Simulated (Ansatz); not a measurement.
Isolated molecules relaxed with PBE0-D4/def2-TZVP in Ansatz; ΔE leaves out vibrations. CBS: MP2 limit from def2 TZ/QZ plus the TZ coupled-cluster correction, frozen cores. This one scheme is used for every species. DFT in def2-TZVPP. B3LYP here is the variant with VWN-RPA as its local correlation; programs differ in this. Each species was taken in one conformer, which may not be the lowest.

`CSS[SiH2]O` + `[NH2][AlH2]` → `O[SiH2][NH][AlH2]` + `CSS`  (ligand exchange at the Si–S bond)

`CSS[SiH2]O`:

```xyz
11

C    -2.072    0.119    0.284
S    -0.981   -1.101   -0.465
S     0.173    0.058   -1.724
Si    1.703    0.365   -0.257
O     2.418   -1.030    0.217
H    -2.683    0.602   -0.477
H    -2.717   -0.434    0.971
H    -1.502    0.862    0.842
H     2.760    1.193   -0.882
H     1.070    1.055    0.896
H     1.831   -1.689    0.595
```

`[NH2][AlH2]`:

Cartesian coordinates in Å:
```
N -0.519 -0.760 0.180
Al 0.459 0.671 -0.159
H -0.433 -1.643 -0.297
H -1.243 -0.811 0.879
H 1.554 0.567 -1.298
H 0.183 1.976 0.695
```

`O[SiH2][NH][AlH2]`:

```xyz
10

O     1.156    0.018   -1.894
Si    1.056   -0.171   -0.258
N    -0.561   -0.514    0.181
Al   -1.732    0.526    1.037
H     2.005   -0.156   -2.303
H     1.431    1.079    0.452
H     1.988   -1.268    0.130
H    -0.904   -1.411   -0.139
H    -1.255    1.953    1.520
H    -3.185   -0.056    1.273
```

`CSS`:

Z-matrix (Å, degrees):
```
C
S 1 1.802
H 1 1.089 2 110.8
H 1 1.090 2 111.1 3 123.0
H 1 1.093 2 106.0 3 -118.4
S 2 2.037 1 103.0 3 -56.7
H 6 1.349 2 99.3 1 -87.6
```

(1) Is it downhill or uphill in electronic energy at CCSD(T)/CBS, and by how much? (Estimate.)

(2) What do these levels give: B3LYP-D4, ωB97M-V, PBE0, BHLYP, HF/def2-SVP, MP2/def2-SVP? (Estimate.)

Largest T1 diagnostic among the species: 0.012.

Answers

(1) Ansatz gave: Nearly level: ΔE = +1.0 kJ/mol.

(2) Ansatz gave: B3LYP-D4 1.7, ωB97M-V 0.6, PBE0 3.7, BHLYP -9.2, HF/def2-SVP -14.7, MP2/def2-SVP -0.1 kJ/mol.

From BLYP to BHLYP (50 % exact exchange), in def2-TZVPP and without D4, ΔE moves by −6.9 kJ/mol. The D4 term adds +6.4 kJ/mol with B3LYP and +3.6 kJ/mol with PBE0; it sums over pairs of atoms, weighted by their polarisabilities, and B3LYP, whose exchange is more repulsive, gets the larger term.
